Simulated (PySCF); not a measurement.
# Where the electron goes

C₄H₈OSSi.
SMILES with atom numbers: `[CH3:1][C:2]#[C:3][Si@@H:4]([OH:5])[S:6][CH3:7]` (hydrogens: H8, H9, H10 on C1; H11 on Si4; H12 on O5; H13, H14, H15 on C7)

Structure used (GFN2-xTB), in Å, numbered top down from 1:
```xyz
15
C4H8OSSi angstrom
C     -3.005   -0.221    0.423
C     -1.688   -0.333   -0.159
C     -0.600   -0.433   -0.669
Si     1.120   -0.558   -1.330
O      1.282    0.033   -2.828
S      2.366    0.615   -0.010
C      1.930   -0.155    1.574
H     -2.930    0.120    1.455
H     -3.603    0.493   -0.144
H     -3.502   -1.192    0.405
H      1.591   -1.931   -1.401
H      1.479    0.953   -2.985
H      2.287   -1.180    1.590
H      2.417    0.420    2.354
H      0.852   -0.129    1.703
```

Method: PySCF, TDDFT CAM-B3LYP/def2-SVPD, vertical, gas phase, core orbitals frozen in the response.

Frontier orbitals with the atoms that hold most of them (Löwdin shares over 4%, at most four atoms; ? is withheld):

```json
{"orbital": "HOMO-3", "ε (eV)": "-9.98", "atoms": "S6 38%, C3 14%, Si4 12%, C2 10%"}
{"orbital": "HOMO-2", "ε (eV)": "-9.33", "atoms": "C3 41%, C2 38%, C1 8%"}
{"orbital": "HOMO-1", "ε (eV)": "-9.10", "atoms": "?"}
{"orbital": "HOMO", "ε (eV)": "?", "atoms": "S6 72%, C7 10%, Si4 7%"}
{"orbital": "LUMO", "ε (eV)": "0.44", "atoms": "?"}
{"orbital": "LUMO+1", "ε (eV)": "1.02", "atoms": "S6 19%, Si4 16%, C2 13%, C1 12%"}
{"orbital": "LUMO+2", "ε (eV)": "1.15", "atoms": "C1 21%, C2 17%, S6 15%, C3 10%"}
```

(1) Which atoms hold the HOMO-1, and with what shares?

(2) Which atoms hold the LUMO, and with what shares?

(3) What is the HOMO energy, and the HOMO–LUMO gap?

Answers

(1) C3 (bonded to C and Si) 28%; C2 (bonded to 2 C) 28%; S6 (bonded to C and Si) 19%; Si4 (bonded to C, O, S and H) 7%. By element: carbon 56% or more, sulfur 19%, silicon 7%.

(2) S6 (bonded to C and Si) 26%; Si4 (bonded to C, O, S and H) 19%; O5 (bonded to Si and H) 12%; C3 (bonded to C and Si) 10%.

(3) ε(HOMO) = -8.06 eV; the gap is 8.50 eV (0.3122 hartree).

Task: The HOMO–LUMO gap is 8.50 eV. Where does the response calculation put the lowest singlet, and from which orbitals?

Result: S1 is at 5.17 eV (f = 0.0024), 3.32 eV below the gap, made of HOMO→LUMO (86%). Without the coupling terms of the response equations the lowest excitation would equal the gap.

Next come S2 at 5.84 eV (f 0.0006), HOMO-1→LUMO (51%), HOMO-1→LUMO+3 (14%); S3 at 6.05 eV (f 0.021), HOMO→LUMO+1 (40%), HOMO→LUMO+2 (18%), HOMO-2→LUMO (17%); S4 at 6.22 eV (f 0.027), HOMO-2→LUMO (20%), HOMO→LUMO+1 (20%), HOMO-2→LUMO+2 (8%); S5 at 6.28 eV (f 0.0017), HOMO-2→LUMO+1 (23%), HOMO-2→LUMO+2 (21%), HOMO-2→LUMO+3 (19%).

Löwdin shares depend on the basis, the more so with diffuse functions.

One conformer stands for the species.
